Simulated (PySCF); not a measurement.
C4H6NO, SMILES O=C1CCC[N]1, multiplicity 2. The structure is a stationary point at PBE-D3(BJ)/def2-SVP. The isomer is the one that the SMILES or the coordinates give; other isomers of the formula were not compared. Other conformers were not sampled.

All values below come from PBE-D3(BJ)/def2-SVP in PySCF 2.14.0.

Harmonic wavenumbers (cm⁻¹): 100, 162, 476, 499, 592, 662, 778, 810, 826, 896, 941, 984, 1038, 1060, 1133, 1150, 1164, 1228, 1248, 1282, 1333, 1377, 1420, 1637, 2857, 2978, 2986, 3001, 3062, 3069. Rotational constants (GHz): 7.221, 3.537, 2.515; symmetry number 1.

**Question.** Work out the zero-point energy and the ideal-gas rigid-rotor harmonic-oscillator thermochemistry at 298.15 K and 1 atm.

**Answer.** ZPE = ½ Σ hcν = ½ × 40746 cm⁻¹ = 243.72 kJ/mol. H − E(el) = 260.68 kJ/mol. Entropy in J/(mol K): translation 164.02, rotation 108.86, vibration 40.29, spin 5.76, total 318.93. G − E(el) = 165.59 kJ/mol. Cp = 91.49 J/(mol K). Modes under 150 cm⁻¹ make the vibrational entropy uncertain.
